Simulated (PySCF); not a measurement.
A side-by-side comparison of computed properties.

First species: C6H8GaNO2.
SMILES: `O=COc1cc[n+]([GaH3-])cc1`

Second species: C3H12AlAs.
SMILES: `CC(C)[AsH2+][AlH3-]`

Levels: B3LYP/def2-SVPD for dipole moment, HOMO energy, LUMO energy, HOMO–LUMO gap, static isotropic polarisability and electronic spatial extent ⟨r²⟩ about the centre of nuclear charge; TDDFT B3LYP/def2-SVPD for lowest singlet excitation; TDA B3LYP/def2-SVPD for lowest triplet excitation (Tamm–Dancoff); ΔSCF B3LYP/def2-SVPD for vertical ionisation energy; PBE0-D3(BJ)/def2-SVP for rotational constant A and rotational constant C. Geometries: PBE0-D3(BJ)/def2-SVP. All species are isolated and taken at one optimised geometry, non-relativistic unless stated. Electronic properties by PySCF.

Dipoles, sizes and rotational constants follow the conformer. The torsions of the flexible species, by atom-mapped SMILES:
- `[O:1]=[CH:2][O:3][c:4]1[cH:5][cH:6][n+:7]([GaH3-:8])[cH:9][cH:10]1`: O1–C2–O3–C4 0°, C2–O3–C4–C5 0°
- `[CH3:1][CH:2]([CH3:3])[AsH2+:4][AlH3-:5]`: C1–C2–As4–Al5 -57°

Which has the higher T1 energy?

The second: 5.79 eV against 3.71 eV, a difference of 2.08 eV.

Which has the higher HOMO–LUMO gap?

The second: 6.84 eV against 4.54 eV, a difference of 2.30 eV.

Which of the two has the higher rotational constant A, and by how much?

The second: 4.176 GHz against 3.689 GHz, a difference of 0.487 GHz.

Which has the higher LUMO energy?

The second: -0.62 eV against -2.49 eV, a difference of 1.87 eV.

Which of the two has the higher vertical ionisation energy, and by how much?

The second: 9.60 eV against 9.21 eV, a difference of 0.39 eV.

Which has the higher dipole moment?

The first: 6.79 D against 4.89 D, a difference of 1.90 D.

Which of the two has the higher static isotropic polarisability, and by how much?

The first: 121.4 au against 107.2 au, a difference of 14.2 au.

Which of the two has the higher rotational constant C, and by how much?

The second: 1.092 GHz against 0.326 GHz, a difference of 0.766 GHz.

On the first: S1 lies 0.61 eV below the HOMO–LUMO gap; its leading configuration is HOMO→LUMO, weight 0.99. No computed singlet falls in the visible range (750 to 380 nm, 1.65 to 3.26 eV); S1 lies 0.67 eV above its blue end. Relativistic effects, spin–orbit coupling among them, are left out although an element past zinc is present.

On the second: S1 lies 0.81 eV below the HOMO–LUMO gap. The vertical singlet–triplet gap S1 − T1 is 0.24 eV (TDDFT singlet less Tamm–Dancoff triplet). Relativistic effects, spin–orbit coupling among them, are left out although an element past zinc is present.
